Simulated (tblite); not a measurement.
C₅H₇O₂ (doublet state).
Cartesian coordinates in Å at the GFN2-xTB level; atoms count from 1:
```xyz
14
C5H7O2 angstrom
C     -0.8395    1.3805    0.9522
C     -0.4291    0.2676    0.3548
C     -1.3180   -0.4765   -0.6159
O     -2.4914    0.0125   -0.8952
C      0.9451   -0.3057    0.5606
C      1.7318   -0.4482   -0.7143
O      1.2755   -0.5230   -1.8210
H     -1.8301    1.7522    0.7540
H     -0.2291    1.9293    1.6490
H     -1.3377   -1.5691   -0.3734
H     -0.6945   -0.4955   -1.5657
H      0.8767   -1.3181    0.9778
H      1.5157    0.2982    1.2681
H      2.8240   -0.5045   -0.5533
```

Level: GFN2-xTB in tblite, geometry and Hessian alike; calculated harmonic values, unscaled, isolated species. The method is semi-empirical: single wavenumbers can be off by several per cent or more. One conformer, not necessarily the lowest. Open shells enter through the occupations alone, without spin polarisation, and single modes of such species can be off by tens of per cent.

Harmonic wavenumbers (cm⁻¹): 74.5, 98.2, 156.2, 221.0, 266.1, 348.1, 419.4, 520.8, 606.7, 692.7, 748.8, 781.0, 830.1, 905.1, 924.9, 970.7, 1000.0, 1061.5, 1105.8, 1182.0, 1213.6, 1271.6, 1300.3, 1312.3, 1365.3, 1382.3, 1416.2, 1665.6, 1775.1, 2419.9, 2625.4, 2788.9, 2916.0, 2991.1, 3102.5, 3141.1.

A = 4089, B = 2044, C = 1512 MHz; mass 99.045 u (most abundant isotopes); point group C1, symmetry number 1; spin multiplicity 2.

Zero-point energy?

Half the sum of the wavenumbers: 22800 cm⁻¹ = 272.75 kJ/mol.

What is S at 500 K and 1 bar for an ideal gas of classical rigid rotors and harmonic oscillators?

Translation 176.92, rotation 122.07, vibration 137.64, spin (R ln 2) 5.76: S = 442.4 J/(mol K).

And Cp and H(500 K) − H(0)?

Cp = 178.51 J/(mol K), of which vibrations give 145.25 (their classical limit is 36 R = 299.3); H(500 K) − H(0) = 53.23 kJ/mol without the zero-point energy, 36.60 from vibrations.

Blend soft modes into free rotors: weight 1/[1 + (100 cm⁻¹/ν̃)⁴] for the oscillator and the rest for a rotor with moment μB/(μ + B), μ = h/(8π²ν), B = 10⁻⁴⁴ kg m². What vibrational entropy results?

130.31 J/(mol K) in place of 137.64, which changes −T·S at 500 K by +3.67 kJ/mol.

How do the functions run with temperature in this model?

| T (K) | S (J/(mol K)) | Cp (J/(mol K)) | H − H(0) (kJ/mol) | G − H(0) (kJ/mol) | ln q(vib) |
| --- | --- | --- | --- | --- | --- |
| 50 | 234.2 | 46.2 | 1.88 | -9.83 | 0.20 |
| 100 | 271.5 | 62.6 | 4.62 | -22.53 | 0.88 |
| 298.15 | 365.4 | 121.4 | 22.68 | -86.27 | 4.22 |
| 373.15 | 395.2 | 144.5 | 32.66 | -114.80 | 5.52 |
| 750 | 524.4 | 225.7 | 104.23 | -289.11 | 12.09 |
| 1000 | 593.8 | 255.9 | 164.70 | -429.12 | 16.19 |

q(vib) and H(0) count from the zero-point level.

What must be added to the electronic energy to get the Gibbs energy at 500 K and 1 bar?

ZPE + [H(500 K) − H(0)] − T·S = 272.75 + 53.23 − 221.19 = 104.79 kJ/mol.

Which modes carry the vibrational entropy at 500 K?

74.5 cm⁻¹: 21.13; 98.2 cm⁻¹: 18.85; 156.2 cm⁻¹: 15.03; 221.0 cm⁻¹: 12.22; 266.1 cm⁻¹: 10.73; 348.1 cm⁻¹: 8.64 J/(mol K); the other 30 give 51.03 together.

Hindered rotation and anharmonicity are outside this model. Other conformers, if any are populated, would add a mixing term that is left out. The structure is chiral; the term R ln 2 for an equal mix with its mirror image is left out.
